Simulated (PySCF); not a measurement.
The dipole of `ClC(Cl)C1=CC=CC=CC1` from its density and from atomic charges.

Coordinates (PBE0-D3(BJ)/def2-SVP, Å) and charges (e) from the PBE0/pcSseg-1 density (PySCF):

| atom | x | y | z | Mulliken | IAO | Hirshfeld | ESP-fitted |
| --- | --- | --- | --- | --- | --- | --- | --- |
| Cl1 | 3.742 | -0.208 | -1.067 | -0.0553 | -0.0821 | -0.0546 | -0.0082 |
| C2 | 2.764 | 0.014 | 0.420 | -0.2009 | -0.0897 | +0.0353 | -0.6004 |
| Cl3 | 2.905 | -1.441 | 1.451 | -0.0511 | -0.0746 | -0.0478 | +0.0224 |
| C4 | 1.341 | 0.292 | 0.082 | -0.2390 | +0.0071 | -0.0064 | +0.0936 |
| C5 | 0.784 | 1.479 | 0.424 | +0.0138 | -0.1501 | -0.0482 | +0.0880 |
| C6 | -0.611 | 1.813 | 0.282 | -0.1191 | -0.1622 | -0.0469 | -0.3794 |
| C7 | -1.653 | 0.937 | 0.379 | -0.1223 | -0.1448 | -0.0381 | +0.0513 |
| C8 | -1.541 | -0.479 | 0.641 | -0.0894 | -0.1681 | -0.0583 | -0.2665 |
| C9 | -0.509 | -1.256 | 0.252 | -0.1433 | -0.1162 | -0.0276 | -0.0960 |
| C10 | 0.556 | -0.744 | -0.669 | -0.0399 | -0.2751 | -0.0829 | -0.2519 |
| H11 | 3.224 | 0.838 | 0.975 | +0.1978 | +0.1827 | +0.0528 | +0.3460 |
| H12 | 1.428 | 2.249 | 0.865 | +0.1047 | +0.1491 | +0.0507 | +0.0968 |
| H13 | -0.854 | 2.879 | 0.231 | +0.1088 | +0.1528 | +0.0494 | +0.1758 |
| H14 | -2.661 | 1.364 | 0.396 | +0.1114 | +0.1524 | +0.0498 | +0.1054 |
| H15 | -2.351 | -0.934 | 1.221 | +0.1146 | +0.1542 | +0.0503 | +0.1582 |
| H16 | -0.444 | -2.289 | 0.607 | +0.1118 | +0.1533 | +0.0482 | +0.1480 |
| H17 | 0.094 | -0.270 | -1.553 | +0.1606 | +0.1558 | +0.0409 | +0.1436 |
| H18 | 1.216 | -1.549 | -1.018 | +0.1368 | +0.1552 | +0.0336 | +0.1733 |

Q: What dipole does each set of charges give (1 e·Å = 4.803 D), and what does the density give?

A: The full density gives (-1.70, 1.29, 0.48) D, 2.19 D in size; dipole vectors point from the negative to the positive end.

```csv
scheme,μx,μy,μz,size (D),share of the full size (%),angle to the full dipole (°)
Mulliken,-2.39,0.98,-0.42,2.61,120,26
IAO,-1.62,1.27,0.52,2.12,97,2
Hirshfeld,-0.81,0.76,0.41,1.19,54,10
ESP-fitted,-1.70,1.34,0.51,2.22,102,1
```

Q: Which set comes closest?

A: Length of the difference vector: ESP-fitted 0.06 D, IAO 0.09 D, Hirshfeld 1.03 D, Mulliken 1.17 D. Closest: ESP-fitted. ESP charges are fitted to the potential around the molecule, whose slowest-falling term is the dipole's. The schemes that divide the density aren't constrained to reproduce the dipole.

Q: What is left for the Hirshfeld atoms' own dipoles?

A: The shares of the density sum to the whole, so what Σ q r misses lies in dipoles about the nuclei. The atomic dipoles sum to (-1.70, 1.29, 0.48) − (-0.81, 0.76, 0.41) = (-0.89, 0.53, 0.07) D, 1.03 D in size.

Q: With the origin at the mean of the coordinates, (0.413, 0.150, 0.218) Å, which are the largest single terms, by size, of the Hirshfeld dipole along the direction of the full one?

A: Cl1 +0.81, H14 +0.75, H13 +0.62, Cl3 +0.60, H15 +0.42 D; all 18 atoms together +1.17 D. The single terms depend on the origin, their sum doesn't.

Q: Give the size of the full dipole in other units.

A: 2.19 D = 0.860 au = 0.455 e·Å = 7.29 × 10⁻³⁰ C·m.

One conformer (not necessarily the lowest) at the PBE0-D3(BJ)/def2-SVP geometry, without solvent, vibrations or thermal averaging.

The values belong to the conformer `[Cl:1][CH:2]([Cl:3])[C:4]1=[CH:5][CH:6]=[CH:7][CH:8]=[CH:9][CH2:10]1`: Cl1–C2–C4–C5 -117°.
